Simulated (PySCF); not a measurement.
Compound: C3H12OSi2.
Structure used (GFN2-xTB), in Å, numbered top down from 1:
```xyz
18
C3H12OSi2 angstrom
C     -0.8816    1.8448    0.6295
O     -0.2086    0.9306   -0.1844
C     -0.2600   -0.4327    0.2589
Si    -1.9003   -1.2596   -0.2736
C      0.9695   -1.0823   -0.3601
Si     2.3318    0.2510   -0.3932
H     -1.9579    1.6417    0.6625
H     -0.4916    1.8286    1.6555
H     -0.7161    2.8306    0.1971
H     -0.1400   -0.4380    1.3539
H     -2.0721   -1.0214   -1.7042
H     -1.8077   -2.6870    0.0311
H     -3.0316   -0.6912    0.4659
H      1.2522   -1.9681    0.2061
H      0.7545   -1.4068   -1.3783
H      3.6097   -0.4563   -0.5722
H      2.3859    0.9423    0.8963
H      2.1552    1.1803   -1.5026
```

A PySCF run (density fitting, gas phase, GFN2-xTB geometry) gave HOMO -5.94 eV, LUMO -0.44 eV, dipole 1.59 D and E = -771.660 Eh.

Problem. Which of these levels was it?
A. WP04/pcSseg-1
B. PBE0/def2-SVPD
C. PBE0/IGLO-II
D. PBE0/pcSseg-1
E. LDA/pcSseg-1

Solution. E. It is LDA/pcSseg-1. All candidates on this geometry:

```json
{"level and settings": "LDA/pcSseg-1, grid level 4", "kind": "LDA", "basis functions": "176", "SCF cycles": "15", "E (Eh)": "-771.6597", "HOMO (eV)": "-5.94", "LUMO (eV)": "-0.44", "dipole (D)": "1.59"}
{"level and settings": "WP04/pcSseg-1, grid level 1, level shift 0.1 Eh", "kind": "global hybrid fitted to proton shifts", "basis functions": "176", "SCF cycles": "10", "E (Eh)": "-786.9839", "HOMO (eV)": "-8.34", "LUMO (eV)": "-0.82", "dipole (D)": "1.67"}
{"level and settings": "PBE0/def2-SVPD", "kind": "global hybrid", "basis functions": "227", "SCF cycles": "13", "E (Eh)": "-774.9217", "HOMO (eV)": "-7.27", "LUMO (eV)": "0.34", "dipole (D)": "1.56"}
{"level and settings": "PBE0/pcSseg-1", "kind": "global hybrid", "basis functions": "176", "SCF cycles": "13", "E (Eh)": "-775.1885", "HOMO (eV)": "-7.24", "LUMO (eV)": "0.67", "dipole (D)": "1.64"}
{"level and settings": "PBE0/IGLO-II, damping 0.3 at the start, DIIS from the seventh cycle", "kind": "global hybrid", "basis functions": "230", "SCF cycles": "14", "E (Eh)": "-775.2569", "HOMO (eV)": "-7.20", "LUMO (eV)": "0.72", "dipole (D)": "1.60"}
```

The nearest other candidate, by the summed differences of HOMO and LUMO, is PBE0/def2-SVPD: its HOMO differs by -1.33 eV and its LUMO by +0.78 eV. Cycle counts include a coarse-grid stage where the run had one. WP04 was designed for NMR shieldings or shifts; total energies of different functionals aren't comparable.
